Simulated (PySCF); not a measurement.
# One molecule, several mistakes: AlGeH4NO

All numbers below are calculated, not measured. The program is PySCF 2.14.0, an open-source quantum chemistry code, run on an isolated molecule that a program drew, which may never have been made. The molecule is AlGeH4NO (charge 0, singlet), drawn as the SMILES string `[NH2][AlH][Ge][OH]`.

Each row is a Hartree-Fock (HF) and frozen-core CCSD(T) single point in the cc-pV(D+d)Z basis, meant for a local HF minimum. Run 1 is clean. Each other run has one planted mistake out of seven kinds, and not every kind appears here: one electron removed, one electron added, multiplicity raised by two, geometry at a saddle point, minimal basis STO-3G, one bond length entered in bohr, all coordinates scaled. The reference is restricted for singlets and unrestricted otherwise, and also for a bond in bohr. Adding or removing an electron swaps singlet and doublet. Electrons count all cores. HOMO and LUMO are orbital energies over both spins, the gradient is its largest component, and the lowest frequency (negative if imaginary) is given only where the gradient is small. Bond lengths are over the 7 bonds as drawn. T1 is the CCSD diagnostic: over 0.02 (restricted) or 0.045 (unrestricted) a single reference is doubtful. Germanium has the cc-pVDZ-PP basis, with a core potential (ECP10MDF) in place of its 10 inner electrons, and its 3s, 3p and 3d shells are frozen in CCSD(T).

Geometry of the clean run:
```xyz
8
AlGeH4NO, angstrom
N    -0.7384    0.9372   -0.4216
Al   -0.4180   -0.7447    0.0449
Ge    2.1166   -1.5366    0.1382
O     2.7307   -0.4314   -1.1400
H    -1.6522    1.3429   -0.5168
H    -0.0488    1.6487   -0.5798
H    -1.7079   -1.6262    0.3406
H     2.1269    0.1454   -1.5831
```

```
run,electrons,basis functions,<S^2>,HOMO (eV),LUMO (eV),gradient (hartree/bohr),lowest frequency (cm^-1),mean bond (Å),longest bond (Å),T1,HF (hartree),CCSD(T) (hartree),mistake
1,64,94,0.000,-7.63,0.44,1.6e-05,59,1.5389,2.657,0.0205,-666.97682,-667.53115,no fault
2,64,94,0.000,-7.35,0.65,8.5e-02,-,1.4343,2.476,0.0172,-666.93600,-667.47699,all coordinates scaled
3,64,94,1.293,-6.23,0.47,2.3e-02,-,1.7645,3.353,0.0550,-666.85897,-667.38156,one bond length entered in bohr
4,63,94,0.778,-15.39,-6.02,4.9e-02,-,1.5389,2.657,0.0265,-666.72690,-667.26059,?
5,64,94,2.026,-6.88,0.15,2.2e-02,-,1.5389,2.657,0.0221,-666.95465,-667.49012,?
```

**Which mistake was planted in run 4, and what did it cost?**

It counts 63 electrons, one fewer than the clean run, at the same geometry and basis. So the mistake is: one electron removed. Subtracting run 1 and multiplying by 627.51 kcal/mol a hartree, the energy moved by 156.8 kcal/mol in HF and 169.8 kcal/mol in CCSD(T).

**Which mistake was planted in run 5, and what did it cost?**

Electrons, basis and geometry are unchanged, and <S^2> is 2.026, beside S(S+1) = 2.00 for a multiplicity of 3. So the mistake is: multiplicity raised by two. Subtracting run 1 and multiplying by 627.51 kcal/mol a hartree, the energy moved by 13.9 kcal/mol in HF and 25.7 kcal/mol in CCSD(T).

Cautions from the logs. Run 1: T1 is over the limit, so its CCSD(T) energy is less reliable; run 3: T1 is over the limit, so its CCSD(T) energy is less reliable.
